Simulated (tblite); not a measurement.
C₅H₁₁FGe₂.
Atom-mapped SMILES: `[CH3:1][C:2]1=[C:3]([CH2:4][F:5])[GeH2:6][CH2:7][GeH2:8]1` (hydrogens: H9, H10, H11 on C1; H12, H13 on C4; H14, H15 on Ge6; H16, H17 on C7; H18, H19 on Ge8)

Computed with GFN2-xTB (tblite), gas phase: L-BFGS steps from a force-field or distance-geometry start until the largest atomic force falls under 0.01 eV/Å.

The end geometry, which sets the zero of energy:
```
atom  x, y, z in Å
C1     -1.5044    1.7714   -0.3442
C2     -0.4047    0.7799   -0.1185
C3     -0.5894   -0.5370   -0.0371
C4     -1.9053   -1.2325   -0.1415
F5     -1.6727   -2.5958   -0.0695
Ge6     0.9676   -1.6980    0.2361
C7      2.3982   -0.3346    0.4226
Ge8     1.4652    1.3681    0.0571
H9     -2.4370    1.4509    0.1185
H10    -1.6806    1.8894   -1.4143
H11    -1.2229    2.7439    0.0570
H12    -2.4101   -1.0480   -1.0961
H13    -2.5781   -0.9846    0.6879
H14     1.1817   -2.6136   -0.9370
H15     0.8130   -2.5651    1.4555
H16     2.8166   -0.3411    1.4260
H17     3.2168   -0.5052   -0.2708
H18     1.9411    2.0635   -1.1959
H19     1.5951    2.3978    1.1566
```

Problem. These geometries come from the run, each turned onto the end geometry. Order them by energy, lowest first.
A.
```
atom  x, y, z in Å
C1     -1.4997    1.8017   -0.1323
C2     -0.4177    0.7741   -0.1247
C3     -0.5979   -0.5455   -0.1428
C4     -1.8970   -1.2732   -0.1184
F5     -1.9129   -2.1184    0.9758
Ge6     1.0179   -1.6593   -0.0623
C7      2.2605   -0.3067    0.6883
Ge8     1.4820    1.3175   -0.1222
H9     -2.3708    1.4764    0.4264
H10    -1.8208    2.0023   -1.1529
H11    -1.1152    2.7198    0.3063
H12    -1.9652   -1.9158   -1.0012
H13    -2.7742   -0.6322   -0.0417
H14     1.4591   -2.0677   -1.4555
H15     0.8987   -2.9588    0.6905
H16     2.2098   -0.2794    1.7782
H17     3.2952   -0.4783    0.4136
H18     2.0067    1.5264   -1.5215
H19     1.7318    2.6264    0.5889
```
B.
```
atom  x, y, z in Å
C1     -1.4949    1.7884   -0.2106
C2     -0.4034    0.7668   -0.1703
C3     -0.5920   -0.5521   -0.1362
C4     -1.9097   -1.2566   -0.1307
F5     -1.7664   -2.4076    0.6182
Ge6     1.0049   -1.6935    0.0191
C7      2.3507   -0.3257    0.5608
Ge8     1.4862    1.3379   -0.0878
H9     -2.3892    1.4830    0.3250
H10    -1.7896    2.0005   -1.2347
H11    -1.1464    2.7213    0.2236
H12    -2.1861   -1.6128   -1.1306
H13    -2.7183   -0.6697    0.3113
H14     1.3030   -2.3515   -1.3102
H15     0.8481   -2.7704    1.0579
H16     2.4162   -0.2814    1.6512
H17     3.3583   -0.4938    0.1869
H18     1.9956    1.8247   -1.4196
H19     1.6232    2.5020    0.8692
```
C.
```
atom  x, y, z in Å
C1     -1.4861    1.7144   -0.1142
C2     -0.3850    0.7328   -0.1158
C3     -0.5658   -0.6072   -0.0818
C4     -1.9055   -1.2303   -0.0900
F5     -2.1118   -2.0074    1.0354
Ge6     1.0742   -1.6079   -0.0987
C7      2.2752   -0.2866    0.7488
Ge8     1.4749    1.2621   -0.1423
H9     -2.3590    1.3803    0.4691
H10    -1.7379    1.9309   -1.1611
H11    -1.0857    2.6332    0.3227
H12    -1.9529   -1.8816   -0.9720
H13    -2.7337   -0.5137   -0.1792
H14     1.4747   -1.7697   -1.5771
H15     1.0172   -2.8994    0.6674
H16     2.0962   -0.2765    1.8350
H17     3.3156   -0.4478    0.4704
H18     1.8816    1.3099   -1.6244
H19     1.7039    2.5741    0.6002
```
D.
```
atom  x, y, z in Å
C1     -1.4971    1.7731   -0.3017
C2     -0.3964    0.7707   -0.1428
C3     -0.5855   -0.5457   -0.0698
C4     -1.9062   -1.2289   -0.1319
F5     -1.7092   -2.5710    0.1499
Ge6     0.9770   -1.7001    0.1678
C7      2.3819   -0.3253    0.4468
Ge8     1.4773    1.3596   -0.0072
H9     -2.4174    1.4505    0.1894
H10    -1.7053    1.9231   -1.3617
H11    -1.1839    2.7313    0.1114
H12    -2.3409   -1.1903   -1.1356
H13    -2.6290   -0.8498    0.6029
H14     1.2156   -2.5694   -1.0329
H15     0.8592   -2.6465    1.3334
H16     2.6480   -0.3336    1.5000
H17     3.2859   -0.4942   -0.1265
H18     1.9552    2.0411   -1.2693
H19     1.5607    2.4150    1.0702
```
E.
```
atom  x, y, z in Å
C1     -1.5012    1.7751   -0.3403
C2     -0.4012    0.7801   -0.1209
C3     -0.5873   -0.5364   -0.0331
C4     -1.9034   -1.2280   -0.1356
F5     -1.6783   -2.5910   -0.0395
Ge6     0.9701   -1.7032    0.2201
C7      2.4007   -0.3386    0.4222
Ge8     1.4679    1.3624    0.0423
H9     -2.4302    1.4509    0.1288
H10    -1.6843    1.8918   -1.4113
H11    -1.2238    2.7481    0.0669
H12    -2.3957   -1.0540   -1.0983
H13    -2.5860   -0.9658    0.6794
H14     1.1928   -2.6185   -0.9545
H15     0.8207   -2.5697    1.4401
H16     2.7880   -0.3403    1.4379
H17     3.2386   -0.5094   -0.2482
H18     1.9382    2.0656   -1.2097
H19     1.5646    2.3901    1.1461
```

Solution. E (0.003 eV), D (0.022 eV), B (0.108 eV), A (0.208 eV), C (0.502 eV).

In the order of the answer:

```csv
step,E above end (eV),largest force (eV/Å),rms force component (eV/Å),rms distance from end (Å),rms bond change (Å),bond most changed (Å)
57,0.003,0.08,0.024,0.019,0.001,C2–Ge8 -0.004
51,0.022,0.18,0.054,0.113,0.003,C7–Ge8 -0.010
39,0.108,0.23,0.085,0.361,0.005,Ge6–H14 +0.010
20,0.208,0.20,0.071,0.596,0.005,Ge6–H14 +0.014
1,0.502,1.40,0.370,0.677,0.019,C3–Ge6 -0.040
```

The cost below is that of the whole relaxation. Hardware: one thread, Arm Neoverse N1 (aarch64) (shared host). Cost: 1.0 s.
